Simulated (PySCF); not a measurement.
**Bond curve of TeS**

Set-up: Te cc-pVTZ-PP with ECP28, S cc-pV(T+d)Z; scalar-relativistic core potentials (PySCF 2.14). Energies in eV from Te + S in their ground configurations at the same level. State: ³Σ⁻ (triplet), unpaired electrons π ↑↑.

All columns are PBE0. A positive dipole means Te(−)S(+).

```tsv
R (Å)	E (eV)	μ (D)	Mulliken charge on Te (basis-dependent)	HOMO (eV)	LUMO (eV)	Mayer bond order	⟨S²⟩
1.914	-1.902	-1.04	0.11	-6.02	-2.91	2.15	2.01
2.003	-2.899	-1.23	0.16	-6.23	-3.14	2.11	2.01
2.092	-3.439	-1.41	0.19	-6.43	-3.36	2.08	2.01
2.159	-3.628	-1.52	0.20	-6.57	-3.51	2.06	2.01
2.226	-3.679	-1.62	0.21	-6.70	-3.66	2.05	2.01
2.293	-3.627	-1.70	0.22	-6.82	-3.80	2.04	2.01
2.382	-3.442	-1.80	0.22	-6.97	-3.97	2.02	2.01
2.493	-3.089	-1.89	0.21	-7.14	-4.17	2.02	2.01
2.627	-2.569	-1.97	0.20	-7.28	-4.38	2.01	2.01
2.805	-1.822	-2.04	0.18	-7.06	-4.62	2.00	2.01
```

A fit through these points gives, at Re = 2.222 Å, μ = -1.61 D and dμ/dR = -1.39 D/Å; the reduced mass is 25.66 u.

Q: How strong is the fundamental in the double-harmonic approximation, I = 42.26·(dμ/dR)²/μred km/mol?

A: I = 42.26·(-1.39)²/25.66 = 3.18 km/mol at PBE0.

Spin–orbit coupling is left out, which matters for elements this heavy, above all for dissociation energies. The state was picked by a PBE0 search and need not be the measured ground state.
